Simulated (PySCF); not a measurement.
Cd(H)(SMe) (CH₄CdS), SMILES C[S][CdH]. Atoms are numbered in the order given.

```xyz
7

Cd    -0.0563    -0.8609     0.0000
H     -0.5718    -2.4496     0.0000
S      0.7274     1.3715     0.0000
C     -0.8301     2.3515     0.0000
H     -1.4256     2.1610     0.8903
H     -0.5333     3.3991     0.0000
H     -1.4256     2.1610    -0.8903
```
Charge 0, spin multiplicity 1.

Coordinates come from a B3LYP-D3(BJ)/def2-TZVP optimisation. The def2 effective core potentials stand for the cores of Cd; spin–orbit coupling is left out.

Method: TDA-B3LYP/def2-SVPD (PySCF).

Vertical excitations. The molecule is in vacuum. State labels are in the subgroup Cs.

Computed lowest excited states:
| state | symmetry | energy (eV) | λ (nm) | f | main pairs |
|---|---|---|---|---|---|
| S1 | A" | 4.06 | 306 | 0.001 | HOMO→LUMO 99 % |
| S2 | A" | 4.51 | 275 | 0.020 | HOMO→LUMO+2 99 % |
| S3 | A' | 4.74 | 261 | 0.015 | HOMO→LUMO+1 86 % |
| S4 | A' | 5.17 | 240 | 0.005 | HOMO−1→LUMO 88 % |
| S5 | A" | 5.54 | 224 | 0.000 | HOMO−1→LUMO+1 98 % |
| S6 | A" | 6.14 | 202 | 0.000 | HOMO→LUMO+3 96 % |
| S7 | A' | 6.29 | 197 | 0.500 | HOMO−1→LUMO+2 71 % |
| S8 | A" | 6.64 | 187 | 0.023 | HOMO→LUMO+4 93 % |
| S9 | A" | 7.00 | 177 | 0.006 | HOMO→LUMO+5 86 % |
| S10 | A' | 7.10 | 175 | 0.039 | HOMO−2→LUMO 73 %, HOMO−1→LUMO+3 20 % |
| T1 | A" | 3.92 | 316 | 0 | HOMO→LUMO 95 % |
| T2 | A" | 4.14 | 299 | 0 | HOMO→LUMO+2 95 % |
| T3 | A' | 4.31 | 288 | 0 | HOMO→LUMO+1 97 % |
| T4 | A' | 4.74 | 262 | 0 | HOMO−1→LUMO 63 %, HOMO−1→LUMO+2 33 % |
Triplets are in the Tamm–Dancoff approximation.
